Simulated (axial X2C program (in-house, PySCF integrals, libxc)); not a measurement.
# LiPd⁻: cheaper levels and CCSD(T), two-component

Computed with an in-house all-electron X2C program for linear molecules (integrals from PySCF). Two-component (2c) means X2C with spin–orbit coupling and atomic mean-field two-electron Coulomb and Gaunt terms. Basis: Pd dyall-acv3z [13s13p9d5f3g], Li dyall-av3z [9s9p3d] (cores contracted in-house); Gaussian nuclei, density fitting, unrestricted open shells. Masses: Pd 105.903 u, Li 7.016 u.

State: Ω = 0 (closed shell); fragments Pd- + Li for PBE0, HF, r2SCAN; Pd + Li- for MP2, CCSD, CCSD(T).

```tsv
level	Re (Å)	ωe (cm⁻¹)	De (eV)
PBE0	2.231	387.1	1.71
HF	2.398	260.6	n/a
MP2	2.218	408.8	1.67
CCSD	2.239	379.6	1.54
r2SCAN	2.208	413.5	1.92
```

Correlated methods: 12 electrons correlated (number of frozen shells: Pd 4 s, 3 p, 1 d; Li 1 s), 298 virtual spin orbitals or spinors in MP2, 90 natural virtuals in coupled cluster.

CCSD(T), same Hamiltonian and basis:

Re = 2.232 Å, ωe = 396.9 cm⁻¹, De = 1.77 eV; T1 = 0.069 (Lee–Taylor normalisation).

(1) Give the differences from CCSD(T) in the columns below.

The state is one determinant whose occupation by symmetry is held fixed; it was picked as the lowest of a PBE0 search that is not exhaustive. Closed shells are restricted here (equal orbitals for both partners); the stretched side of such a curve lies too high. Dissociation energies refer to the lowest single-determinant-based atoms at the same level and basis. De is not given where an atomic determinant may have missed its ground term or J level, or where the truncated virtual space spoils (T). Coupled cluster ran in a truncated set of natural virtual spinors; the MP2 energy of the rest was added. (T) has no such correction and the atoms are truncated less, which lowers De at CCSD(T) by a hundredth of an eV or more. Other states lie close and PBE0, whose exact exchange favours high spin, may order them wrongly; the determinant shown need not be the ground state. The nearest other 2c determinant of the search, Ω = 1, lies 0.47 eV up at the distance of the search. Without a current term, density functionals place determinants with orbital angular momentum somewhat too high. The highest occupied level of some functionals is positive through self-interaction error; at Hartree–Fock it is bound. The T1 diagnostic is large, a sign of multireference character.

Results:

(1) 

| level | ΔRe (Å) | Δωe (cm⁻¹) | ΔDe (eV) |
| --- | --- | --- | --- |
| PBE0 | -0.001 | -10 | n/a |
| HF | 0.166 | -136 | n/a |
| MP2 | -0.014 | 12 | -0.10 |
| CCSD | 0.007 | -17 | -0.23 |
| r2SCAN | -0.024 | 17 | n/a |
